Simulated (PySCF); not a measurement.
# Telling isomers of C6H12O apart by NMR

- structure optimised with GFN2-xTB
- GIAO PBE0/pcSseg-1 shieldings
- run in PySCF
- one averaged value for each set of equivalent atoms, no solvent, no relativistic terms, a single conformation

Shifts are taken against calculated references (same method and geometry level): 1H (31.72 ppm) and 13C (186.93 ppm) vs TMS. Where no couplings were computed, multiplicities follow the n + 1 count of equivalent neighbours, and m marks all less simple cases (inequivalent or close neighbours, rings, F or P nearby). Shifts are as computed. Against solution values, carbons near 30 ppm lie about +3 ppm off and those near 130 ppm about +5 ppm. Of 1211 compounds with measured shifts, 218 miss one by over three times the rms of a fit or turn the order of signals round; such compounds aren't used in these exercises. OH and NH positions are gas-phase values without hydrogen bonding to other molecules.

(1) Tabulate the signals of `C=C(CO)CCC`, `C/C=C(/C)COC` and their relative energies.

(2) What is the quickest way to tell C=C(CO)CCC from C/C=C(/C)COC?

Answers

(1) 
```tsv
SMILES	carbon types	δC	δH	E rel. (kcal/mol)
C=C(CO)CCC	1×C 4×CH2 1×CH3	161.4, 115.0, 74.3, 37.8, 23.4, 16.7	5.27 (br s, 1H), 4.99 (br s, 1H), 4.26 (s, 2H), 2.31 (t, 2H), 1.46 (m, 2H), 1.14 (t, 3H), -0.05 (br s, 1H)	0.0
C/C=C(/C)COC	1×C 1×CH 1×CH2 3×CH3	139.2, 133.3, 71.3, 56.9, 24.8, 16.6	5.92 (q, 1H), 4.15 (s, 2H), 3.28 (s, 3H), 1.85 (s, 3H), 1.85 (d, 3H)	6.5
```

Energies are electronic energies at PBE0/pcSseg-1 on these geometries, without zero-point or thermal terms, each for the one conformer computed, which needn't be the lowest.

(2) Both give the same number of carbon signals, but DEPT or the intensities differ. The first has an sp3 CH2 at 23.4 ppm, the second an alkene CH at 133.3 ppm. Their most deshielded carbons lie at 161.4 and 139.2 ppm. In the proton spectra the most deshielded non-exchanging signals are 5.27 (br s, 1H) and 5.92 (q, 1H).
